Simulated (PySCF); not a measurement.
**Germanium: a sound run and one with changed settings**

Sound run: Ge+ [Ar] 3d10 4s2 4p1, Ge(2+) [Ar] 3d10 4s2. All numbers are calculated (PySCF 2.14, scalar relativity through the core potential, in cc-pVTZ-PP with ECP10MDF (5s4p3d1f, 39 functions)). The sound run starts from symmetry-adapted Hartree-Fock orbitals and uses a fine grid where one is needed.

Changed run: basis STO-3G, all-electron and non-relativistic. This setting is unsound on purpose.

```csv
species,method,sound run (hartree),changed run (hartree),converged
Ge+,UHF,-293.08057,-2051.47666,yes
Ge+,BP86,-294.37461,-2052.81951,yes
Ge+,LDA,-293.76471,-2049.27568,yes
Ge(2+),UHF,-292.52030,-2050.96627,yes
Ge(2+),BP86,-293.79294,-2052.27975,yes
Ge(2+),LDA,-293.18368,-2048.73807,yes
```

Ionisation energy of Ge+:

```csv
method,sound run (eV),changed run (eV)
UHF,15.246,13.888
BP86,15.828,14.688
LDA,15.811,14.629
```

A minimal basis cannot let orbitals breathe on ionisation and holds almost no correlation. The Hamiltonian changed with the basis, so the totals do not compare.

For comparison, NIST gives 15.935 eV between the lowest levels.
